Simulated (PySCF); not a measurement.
# Electron correlation in Zn+ (zinc, charge +1)

Starting occupation: [Ar] 3d10 4d1, 4d5/2 with m_j = +5/2. All numbers are calculated (PySCF 2.14, X2C-1e with screened-nucleus spin-orbit coupling, Gaussian nucleus, in x2c-TZVPall-2c with one added diffuse shell each of s, p, d type (7s8p5d1f, 63 functions)). Frozen: [Ne]; 19 electrons correlated; the 6 highest virtual spinors left out.

MP2 pair energies summed by pair of shells (mhartree):

```json
{"pair": "3d3/2-3d5/2", "energy": "-173.18", "share (%)": "27.7"}
{"pair": "3d5/2-3d5/2", "energy": "-119.34", "share (%)": "19.1"}
{"pair": "3d5/2-3p3/2", "energy": "-66.19", "share (%)": "10.6"}
{"pair": "3d3/2-3d3/2", "energy": "-50.73", "share (%)": "8.1"}
{"pair": "3d3/2-3p3/2", "energy": "-45.91", "share (%)": "7.4"}
{"pair": "3d5/2-3p1/2", "energy": "-34.44", "share (%)": "5.5"}
{"pair": "3d5/2-3s1/2", "energy": "-26.56", "share (%)": "4.3"}
{"pair": "3d3/2-3p1/2", "energy": "-21.27", "share (%)": "3.4"}
{"pair": "3p1/2-3p3/2", "energy": "-21.12", "share (%)": "3.4"}
{"pair": "3p3/2-3p3/2", "energy": "-20.23", "share (%)": "3.2"}
{"pair": "3d3/2-3s1/2", "energy": "-17.73", "share (%)": "2.8"}
{"pair": "3p3/2-3s1/2", "energy": "-11.83", "share (%)": "1.9"}
{"pair": "3p1/2-3s1/2", "energy": "-5.94", "share (%)": "1.0"}
{"pair": "3p1/2-3p1/2", "energy": "-4.82", "share (%)": "0.8"}
{"pair": "3s1/2-3s1/2", "energy": "-2.97", "share (%)": "0.5"}
{"pair": "3d5/2-4d5/2", "energy": "-1.11", "share (%)": "0.2"}
{"pair": "3d3/2-4d5/2", "energy": "-0.73", "share (%)": "0.1"}
{"pair": "3p3/2-4d5/2", "energy": "-0.17", "share (%)": "0.0"}
{"pair": "3p1/2-4d5/2", "energy": "-0.09", "share (%)": "0.0"}
{"pair": "3s1/2-4d5/2", "energy": "-0.06", "share (%)": "0.0"}
```

Total MP2 correlation energy: -624.42 mhartree.

This basis was not built for core-valence correlation, so the inner-shell part is incomplete.
